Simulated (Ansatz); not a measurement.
Species: C$_{2}$HF$_{2}$, net charge -1, singlet state. It need not be the lowest isomer of its formula. Whether it binds its extra electron was not tested at this geometry. SMILES: F/[C-]=C/F
Coordinates optimised at B3LYP-D3(BJ)/def2-TZVP (Ansatz, an electronic-structure program):
```xyz
5

F      1.6141    -0.7594    -0.0091
C      0.7066     0.3803    -0.0332
C     -0.5266    -0.1292     0.0184
F     -1.6395     0.7218     0.0113
H     -0.8514    -1.1679     0.0690
```
Charge -1, spin multiplicity 1.

Problem. Give the harmonic wavenumbers at B3LYP-D3(BJ)/def2-TZVP (Ansatz, finite differences of forces, unscaled).

Solution. 325, 328, 531, 710, 832, 1020, 1246, 1548, 3080 cm⁻¹. Zero-point energy 13.8 kcal/mol.

Problem. From these and the geometry, give the ideal-gas thermochemistry at 298.15 K and 1 atm (rigid rotor, harmonic oscillator).

Solution. Point group Cs, rotational symmetry number 1. Rotational constants 63.22, 3.986, 3.749 GHz. S(trans) 38.34, S(rot) 23.35, S(vib) 3.74, S(elec, spin only) 0.00, S 65.4 cal/(mol K). H(298) - H(0) 3.13 kcal/mol; G - E(el) -2.6 kcal/mol.
